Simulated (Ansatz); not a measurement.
InCl₃, SMILES [Cl][In]([Cl])[Cl].

Coordinates come from a PBE0-D3(BJ)/def2-SVP optimisation. The isomer is the one that the SMILES or the coordinates give; other isomers of the formula were not compared. The def2 effective core potentials stand for the cores of In; spin–orbit coupling is left out.

Two levels are set side by side: PBE/def2-SVPD (Ansatz, a program for electronic structure) and PBE0/def2-SVPD (Ansatz). Energy differences of separate SCF runs at the same geometry; the states with an electron removed or added have multiplicity 2 and 2. Differences are taken from unrounded values.

```
quantity                            PBE0    PBE  PBE minus PBE0
---------------------------------  -----  -----  --------------
vertical ionisation energy (eV)    11.51  10.87           -0.63
vertical electron affinity (eV)     1.60   1.67            0.07
vertical singlet–triplet gap (eV)   4.65   3.99           -0.66
```
